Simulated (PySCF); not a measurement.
Mo(O)(NH)(Cl)(Br) (BrClHMoNO), SMILES [Mo](=[O])([Br])(=[NH])[Cl], multiplicity 1. The structure is a stationary point at PBE0-D3(BJ)/def2-SVP. The spin state was assumed, not searched. The structure was generated by enumeration; whether it is a known compound was not checked. The def2 effective core potentials stand for the cores of Mo; spin–orbit coupling is left out.

Method: PySCF 2.14.0 with PBE0-D3(BJ)/def2-SVP.

Harmonic wavenumbers (cm⁻¹): 94, 163, 203, 208, 285, 347, 423, 534, 672, 1021, 1075, 3602. Rotational constants (GHz): 2.492, 1.005, 0.8581; symmetry number 1.

Work out the zero-point energy and the ideal-gas rigid-rotor harmonic-oscillator thermochemistry at 298.15 K and 1 atm.

ZPE = ½ Σ hcν = ½ × 8628 cm⁻¹ = 12.33 kcal/mol. H − E(el) = 17.18 kcal/mol. Entropy in cal/(mol K): translation 42.36, rotation 29.39, vibration 14.89, total 86.64. G − E(el) = -8.65 kcal/mol. Cp = 22.87 cal/(mol K). Modes under 150 cm⁻¹ make the vibrational entropy uncertain.
